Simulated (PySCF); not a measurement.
Molecule: sulfur tetrafluoride, SMILES FS(F)(F)F (F4S). Atoms near the plane z = 0.0 Å, at the PBE0/def2-SVP optimised geometry (x, y, z in Å): F1 (0.8, 0.0, 0.0), S2 (-0.8, 0.0, 0.0), F3 (-0.7, -1.7, 0.2), F4 (-0.7, 1.7, 0.0).

Method: PBE0/def2-TZVP (PySCF). Cells within 0.4 Å of a nucleus heavier than hydrogen are left out (blank, or x). The values are rescaled to run from 0 to 1.

```
|33333333333333333333333333333|
|33333333333333333333333333333|
|33333333333333333333333333333|
|33333333333333333333333333333|
|33333333333333333333333333333|
|33333333333333333333333333333|
|33333333333223333333333333333|
|33333333445xx5443333333333333|
|33333333459xx9443333333333333|
|33333333346xx5433333333333333|
|33333333335665333333333333333|
|33333333223663223443333333333|
|33333333211210135643333333333|
|33333333333xx045xx42333333333|
|3333333335xxx375xxx1333333333|
|33333333343xx055xx42333333333|
|33333333222310235643333333333|
|33333333223653223443333333333|
|33333333335665333333333333333|
|33333333346xx5433333333333333|
|33333333459xx8443333333333333|
|33333333445444443333333333333|
|33333333343223333333333333333|
|33333333333333333333333333333|
|33333333333333333333333333333|
|33333333333333333333333333333|
|33333333333333333333333333333|
|33333333333333333333333333333|
|33333333333333333333333333333|
```
Scale: ten equal steps from 0.000 (start of '0') to 1.00 (end of '9'), in the order '0123456789'; x runs from -4.00 to 4.00, y from -4.00 (bottom) to 4.00 (top).

**Question.** Which quantity is mapped?
A. deformation density (molecule minus spherical neutral atoms)
B. an orbital amplitude
C. electron localisation function
D. Laplacian of the electron density

**Answer.** A, deformation density (molecule minus spherical neutral atoms). In full: deformation density (molecule minus spherical neutral atoms) (e/bohr³).
